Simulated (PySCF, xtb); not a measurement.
CuH, SMILES [CuH] (connectivity only; charge and spin as stated), neutral, multiplicity 1.

xtb with GFN2-xTB at its own geometry gives an orbital gap of 5.47 eV and a dipole moment of 3.55 D.

The structure is a stationary point at PBE0-D3(BJ)/def2-TZVPD. The multiplicity is an assumed one; other spin states were not compared.

What does ωB97X/def2-TZVPD (PySCF) give? (An estimate is asked for; the answer gives what the named calculation found.)

gap 8.92 eV (levels -9.09 and -0.17 eV), dipole 3.06 D.
